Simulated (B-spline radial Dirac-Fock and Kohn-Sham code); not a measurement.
## Two-hole binding energies of Tm³⁷⁺

System: Tm³⁷⁺, configuration [Ar] 3d10 4s2 4p2.

Model: Dirac-Fock energy differences between relaxed states, corrected for Breit and QED terms. Program: a B-spline atomic structure program. U is the two-hole binding energy less the two single-hole energies, the effective repulsion of the holes after relaxation. Each two-hole energy is an average over J within one jj subconfiguration.

```
          holes  E(a) (eV)  E(b) (eV)  E(ab) (eV)  U (eV)
           1s⁻²    61040.8    61040.8           ?       ?
   1s⁻¹ 2p1/2⁻¹    61040.8    11252.3     72715.8   422.7
   1s⁻¹ 2p3/2⁻¹    61040.8    10280.3     71686.4   365.2
   1s⁻¹ 3p1/2⁻¹    61040.8     3649.0     64850.7   160.9
   1s⁻¹ 3d3/2⁻¹    61040.8     3077.1     64262.1   144.2
   1s⁻¹ 3d5/2⁻¹    61040.8     3030.5     64212.0   140.6
   2s⁻¹ 2p3/2⁻¹    11752.7    10280.3     22266.2   233.1
2p1/2⁻¹ 2p3/2⁻¹    11252.3    10280.3     21808.2   275.6
   2s⁻¹ 3p3/2⁻¹    11752.7     3433.0     15313.8   128.1
   2s⁻¹ 3d3/2⁻¹    11752.7     3077.1     14969.6   139.9
2p1/2⁻¹ 3p3/2⁻¹    11252.3     3433.0     14817.9   132.6
   2p3/2⁻¹ 3s⁻¹    10280.3     3866.1     14275.4   128.9
2p3/2⁻¹ 3p1/2⁻¹    10280.3     3649.0     14066.3   136.9
2p3/2⁻¹ 3d3/2⁻¹    10280.3     3077.1     13499.5   142.1
```

Question: Give the missing two-hole energy and U.

Answer: E(ab) = 123390.6 eV and U = 1308.9 eV.

Values without a named source are computed, but for edge energies of neutral atoms, which are taken from tables.
